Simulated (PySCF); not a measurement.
Computed properties of TaF4, SMILES [Ta+]([F])([F])([F])[F], charge +1, multiplicity 1

TaF4, SMILES [F][Ta+]([F])([F])[F], charge +1, multiplicity 1. Coordinates come from a B3LYP-D3(BJ)/def2-SVP optimisation. The multiplicity is an assumed one; other spin states were not compared. The isomer is the one that the SMILES or the coordinates give; other isomers of the formula were not compared. The def2 effective core potentials stand for the cores of Ta; spin–orbit coupling is left out. Other conformers were not sampled. All values are computed for the isolated molecule unless a solvent is named; none is compared with measurement here.

**Structure.** The optimised structure has Td symmetry. All 9 harmonic modes at B3LYP-D3(BJ)/def2-SVP (PySCF) are real, so it is a minimum. With heavy atoms numbered as in [Ta+:1]([F:2])([F:3])([F:4])[F:5], the shortest bond between them is Ta1–F2 at 1.820 Å and the longest Ta1–F5 at 1.820 Å.

**Vibrations.** The strongest infrared lines (harmonic, unscaled, degenerate partners summed) lie at 792 cm⁻¹ (342 km/mol, F 86 %, Ta 14 %), 172 cm⁻¹ (47 km/mol, F 84 %, Ta 16 %). The softest mode is at 172 cm⁻¹ and the zero-point energy is 5.8 kcal/mol.

**Electronic structure.** r2SCAN/def2-TZVP (PySCF) places the frontier levels at -18.01 and -10.01 eV, a gap of 8.00 eV and a mean polarisability of 30.6 bohr³. PBE/def2-TZVP (PySCF) at the same geometry gives -17.48 and -10.10 eV, so its gap is 0.62 eV narrower. An orbital gap is neither the optical nor the fundamental gap.

**Excitations.** TDDFT-CAM-B3LYP/def2-SVPD (PySCF) has S1 at 8.38 eV (148 nm, f = 0.000, dark); the most intense of the 10 singlets computed lies at 9.18 eV (f = 0.03). Strengths of degenerate partners are summed. T1 (TDA) is at 7.96 eV. TDDFT-PBE/def2-SVPD (PySCF) puts S1 at 7.34 eV. No vertical singlet excitation falls in the visible range (under 3.1 eV).
